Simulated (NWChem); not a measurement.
System: InGeH₅; SMILES [GeH3][InH2]

NWChem input:

```
start job
memory heap 200 mb stack 900 mb global 1100 mb
geometry units angstroms noautoz
  In    -0.004789     1.058034     0.000000
  Ge    -0.027260    -1.558896     0.000000
  H     -0.723444    -2.148234     1.245172
  H      1.421932    -2.097741     0.000000
  H     -0.723444    -2.148234    -1.245172
  H      0.014935     1.937233     1.499489
  H      0.014935     1.937233    -1.499489
end
basis spherical
  * library def2-svp
end
ecp
  In library def2-ecp
end
dft
  xc becke88 lyp
  iterations 150
  mulliken
end
task dft energy
```

All runs use the structure optimised with PBE0/def2-SVP. def2 effective core potentials on In; no spin-orbit coupling.

### Question
Give the results of this calculation. (BLYP/def2-SVP with def2 effective core potentials on In.) Quantities: energy (Ha); highest occupied level (eV); orbital gap (eV); dipole (D).

### Answer
```json
{
 "energy (Ha)": "-2269.83",
 "highest occupied level (eV)": "-6.11",
 "orbital gap (eV)": "3.37",
 "dipole (D)": "0.24"
}
```
